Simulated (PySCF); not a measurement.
# Towards the basis-set limit for AsN

State: ¹Σ⁺, singlet, closed shell. De refers to As + N. RHF-based CCSD(T) in PySCF 2.14 with As cc-pwCVDZ-PP with ECP10, N aug-cc-pVDZ and As cc-pwCVTZ-PP with ECP10, N aug-cc-pVTZ (frozen core orbitals: 5; scalar-relativistic core potentials). Correlation energies are extrapolated as n⁻³ (n = 2, 3), Hartree–Fock as (n+1)·exp(−9√n). CV is the change on freezing 4 orbitals instead, in As cc-pwCVTZ-PP with ECP10, N cc-pwCVTZ.

```csv
Level,Re (Å),ωe (cm⁻¹),ωexe (cm⁻¹),αe (cm⁻¹),De (eV)
CCSD(T)/DZ,1.6316,1037.3,5.45,0.00368,4.271
CCSD(T)/TZ,1.6209,1067.9,5.06,0.00349,4.740
HF/CBS,1.5642,1307.0,3.74,0.00264,0.130
MP2/CBS,1.6497,916.3,8.54,0.00507,5.584
CCSD/CBS,1.6008,1142.5,4.42,0.00315,4.300
CCSD(T)/CBS,1.6181,1076.1,4.96,0.00344,4.904
CCSD(T)/CBS+CV,1.6169,1078.1,4.95,0.00344,4.912
```

Task: How much is left between CCSD(T)/TZ and the basis-set limit, and how much do the triples give at the limit?

Result: CCSD(T)/CBS less CCSD(T)/TZ: -2.8 mÅ in Re, +8.2 cm⁻¹ in ωe and +0.164 eV in De. CCSD(T)/CBS less CCSD/CBS: +17.3 mÅ in Re, -66.4 cm⁻¹ in ωe and +0.604 eV in De.

Task: What do the later terms add?

Result: CV: -1.2 mÅ in Re, +2.0 cm⁻¹ in ωe and +0.008 eV in De, each against the row above.

The T1 diagnostic is 0.017. The open-shell atoms are computed with UHF. Spin–orbit coupling, excitations beyond (T) and corrections to the Born–Oppenheimer picture are left out.

The whole job (state search and all basis sets along the bond) took about 13 min on 4 threads of Arm Neoverse V2 (shared host), peak memory 4.8 GiB.
